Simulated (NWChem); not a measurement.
# CH4OSi; SMILES C(=O)[SiH3]

```xyz
7

O     -0.3320    -1.6826     0.0000
C      0.4867    -0.7986     0.0000
Si    -0.0808     1.0545     0.0000
H      1.5856    -1.0474     0.0000
H     -0.9082     1.2820     1.2198
H     -0.9082     1.2820    -1.2198
H      1.0978     1.9723     0.0000
```
Atoms are numbered in this order, from 1.

Computed with NWChem. Structure relaxed at the PBE0/def2-SVP level.

Question: Order these by “orbital gap (eV)”, lowest first: PBE0/def2-SVPD; PBE0/STO-3G; PBE0/def2-SVP.

Answer: PBE0/def2-SVPD (5.38), PBE0/def2-SVP (5.47), PBE0/STO-3G (6.30)
